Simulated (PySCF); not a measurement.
Job file and geometry (Å, from PBE0-D3(BJ)/def2-SVP) of an NMR shielding run on SMILES [S]=[Mo]([Cl])([Cl])([Cl])[Cl], Cl₄MoS, GIAO KT2/pcSseg-1 Mo:def2-TZVP NMR shielding, core potentials past Kr, else non-relativistic, gas phase (PySCF); density fitting, a coarse starting grid and PySCF grid level 2 are the driver's defaults:

```
{"job": {"kind": "nmr", "xc": "KT2", "basis": {"default": "pcSseg-1", "Mo": "def2-TZVP"}, "pop": false}, "charge": 0, "multiplicity": 1}
Mo    -0.000183    -0.000081     0.032197
S      0.002144    -0.010515     2.092058
Cl     2.216713     0.008315    -0.535858
Cl    -0.006458     2.222616    -0.515661
Cl    -2.217774    -0.003651    -0.533351
Cl     0.005558    -2.216684    -0.539375
```

Question: What does the program print?

Answer: 
```
coarse grid: 39752 points
cycle   1  E = -2324.1820843328  dE = -5.990e+00  |g| = 9.588e-01  |ddm| = 4.770e+00
cycle   2  E = -2322.4582397983  dE =  1.724e+00  |g| = 2.416e+00  |ddm| = 3.316e+00
cycle   3  E = -2323.9665568777  dE = -1.508e+00  |g| = 1.446e+00  |ddm| = 3.012e+00
cycle   4  E = -2324.2099531622  dE = -2.434e-01  |g| = 9.012e-01  |ddm| = 8.210e-01
cycle   5  E = -2324.3276739468  dE = -1.177e-01  |g| = 5.856e-01  |ddm| = 4.028e-01
cycle   6  E = -2324.3883536709  dE = -6.068e-02  |g| = 2.409e-01  |ddm| = 4.009e-01
cycle   7  E = -2324.4003289441  dE = -1.198e-02  |g| = 9.580e-02  |ddm| = 1.399e-01
cycle   8  E = -2324.4025196069  dE = -2.191e-03  |g| = 3.742e-02  |ddm| = 7.229e-02
cycle   9  E = -2324.4027486158  dE = -2.290e-04  |g| = 1.965e-02  |ddm| = 4.430e-02
cycle  10  E = -2324.4028607194  dE = -1.121e-04  |g| = 3.975e-03  |ddm| = 2.326e-02
cycle  11  E = -2324.4028639951  dE = -3.276e-06  |g| = 1.263e-03  |ddm| = 3.605e-03
final grid: 73136 points
cycle  12  E = -2324.4030243428  dE =  1.654e-05  |g| = 8.517e-03  |ddm| = 6.119e-03
cycle  13  E = -2324.4022566903  dE =  7.677e-04  |g| = 5.770e-02  |ddm| = 4.128e-02
cycle  14  E = -2324.4030412825  dE = -7.846e-04  |g| = 3.646e-04  |ddm| = 3.617e-02
cycle  15  E = -2324.4030413166  dE = -3.416e-08  |g| = 1.760e-04  |ddm| = 6.162e-04
cycle  16  E = -2324.4030413262  dE = -9.582e-09  |g| = 4.728e-05  |ddm| = 2.166e-04
cycle  17  E = -2324.4030413266  dE = -4.247e-10  |g| = 1.457e-05  |ddm| = 2.591e-05
converged SCF energy = -2324.4030413266

GIAO shielding tensors (ppm)
atom      isotropic    diamagn.    paramagn.     s11        s22        s33       span
  0 Mo         nan         nan         nan        nan        nan        nan        nan
  1 S     -652.595    1058.760   -1711.356  -1161.617  -1153.033    356.864   1518.481
  2 Cl      57.720    1148.162   -1090.442   -206.501    -43.700    423.361    629.863
  3 Cl      55.472    1148.158   -1092.686   -210.195    -46.935    423.545    633.740
  4 Cl      57.529    1148.163   -1090.634   -205.890    -43.751    422.229    628.118
  5 Cl      55.537    1148.159   -1092.622   -209.078    -46.624    422.312    631.390
```

Question: Turn these shieldings into chemical shifts. δ = σ(ref) − σ, references computed at the same level: ³³S (σref 518.69) against CS2; ³⁵Cl (σref 942.74) vs HCl.

Answer: Averaging equivalent atoms: S 1: 1171; Cl 2/3/4/5: 886 ppm. No reference was computed at this level for Mo. 

Mo is described by an effective core potential, so it has no shielding of its own here; spin–orbit effects on the atoms bonded to it, which can be large, are absent, and the values of these neighbours are rough.

Size and cost of the density-fitted run: 160 basis functions, 23 s wall time on 1 thread of an x86-64 server CPU, shared host.
